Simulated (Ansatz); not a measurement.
Program: Ansatz. Geometries: PBE0-D4/def2-TZVP. ΔE: electronic, gas phase. CCSD(T)/CBS adds triple-zeta CCSD(T) − MP2 to the extrapolated MP2 energy (def2 sets, frozen cores). DFT in def2-TZVPP. B3LYP here is the variant with VWN-RPA as its local correlation; programs differ in this. For Ge outer-core shells are correlated without core-valence functions, which leaves a few kJ/mol of doubt a bond. Scalar relativity is left out up to krypton. Each species was taken in one conformer, which may not be the lowest.

`[F][GeH2][O]C(F)(F)F` + `NC1O[SiH2]O1` → `FC(F)(F)[O][GeH3]` + `NC1(F)O[SiH2]O1`  (redistribution)

| level | ΔE (kJ/mol) |
| --- | --- |
| PBE-D4 | 78.2 |
| B3LYP-D4 | 84.8 |
| ωB97X-V | 78.4 |
| B2PLYP | 88.8 |
| PBE | 78.5 |
| HF/def2-TZVPP | 83.6 |
| SCS-MP2/def2-QZVPP | 95.8 |
| HF/CBS(def2) | 86.4 |

Task: What does CCSD(T)/CBS give? (An estimate is asked.)

Result: Ansatz gave: +86.8 kJ/mol. The listed levels differ from it by -8.6, -2.0, -8.4, 2.0, -8.3, -3.2, 9.0, -0.4 kJ/mol.

Largest T1 diagnostic among the species: 0.012.
